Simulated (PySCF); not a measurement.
## How methods differ on the excitation energy of Bi

Bi [Xe] 4f14 5d10 6s2 6p3 (4S) → Bi [Xe] 4f14 5d10 6s1 6p4 (4P), as a difference of total energies. Computed with PySCF 2.14 in x2c-TZVPPall with one added diffuse shell each of s, p, d, f type (12s8p7d4f, 99 functions), with scalar relativity by spin-free X2C-1e. Correlated levels: valence: [Xe] 4f14 5d10 frozen; valence and next inner shell: [Kr] 4d10 4f14 frozen. The calculations carry no spin-orbit coupling.

| method | excitation energy (cm⁻¹) |
| --- | --- |
| UHF | 74630 |
| LDA | 80884 |
| PBE | 79558 |
| PBE0 | 78840 |
| r2SCAN | 78804 |
| B2PLYP | 76939 |
| r2SCANh | 78595 |
| TPSS | 78765 |
| MP2 (valence) | 74145 |
| SCS-MP2 (valence) | 73975 |
| MP2 (valence and next inner shell) | 79635 |
| SCS-MP2 (valence and next inner shell) | 78628 |

Spin-orbit coupling is strong in these open shells (close to jj coupling). The scalar numbers leave it out and a first-order estimate fails, so it can dominate the gap to the real levels.

The upper state lies above the first ionisation limit, where it may autoionise and the basis confines it.
